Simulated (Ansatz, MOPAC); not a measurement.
Spectroscopic constants of CSe, closed-shell singlet (the spin of the measured ground state). No spin–orbit coupling. Se is treated without relativity.

Seven points along R, fitted to fifth degree in 1/R; most abundant isotopes. In def2 and cc sets the state is the lowest found near the PBE0 minimum, followed along R. The singlet is held restricted. HF and MP2 rows in def2 and cc sets belong to the determinant that coupled cluster picked by its CCSD energy.

Correlated levels freeze the inner cores; with def2 sets outer-core shells near the valence are correlated too. CBS(a, b) extrapolates the correlation energy as X⁻³ and adds the Hartree–Fock energy of set b. The state that PM6 reach isn't checked.

Run with Ansatz (Gaussian orbitals); MOPAC for PM6 (differences of heats of formation). Values without a source in brackets are computed.

Q: What bond length and harmonic frequency does PM6 give?

A: r_e = 1.649 Å, ω_e = 951 cm⁻¹.

Q: What bond length and harmonic frequency does MP2/def2-QZVPP give?

A: r_e = 1.670 Å, ω_e = 1082 cm⁻¹.

Q: What bond length and harmonic frequency does CCSD(T)/CBS(def2-TZVPP, def2-QZVPP) give, and what D_e (from each atom's lowest state at the same level)?

A: r_e = 1.678 Å, ω_e = 1049 cm⁻¹, D_e = 6.29 eV.

Measured for the ground state: r_e 1.6762 Å [microwave values compiled in ACS Omega 2, 8373 (2017)]. ω_e 1035.4 cm-1, ω_e x_e 4.86 cm-1, B_e 0.575 cm-1, α_e 0.00379 cm-1 [NIST CCCBDB]. D_0 6.081 ± 0.061 eV (a handbook's tabulated 298 K bond energy less 3RT/2; such tables hold older values) [Luo, bond dissociation energies, CRC Handbook]. dipole 1.99 D [compilation of Liu, Meijer and Pérez-Ríos].

Doubts at one or more of the structures used: a restricted determinant that unrestricted orbitals would lower (MP2/def2-QZVPP, CCSD(T)/CBS(def2-TZVPP, def2-QZVPP)).

Ansatz is a quantum-chemistry and plane-wave program.
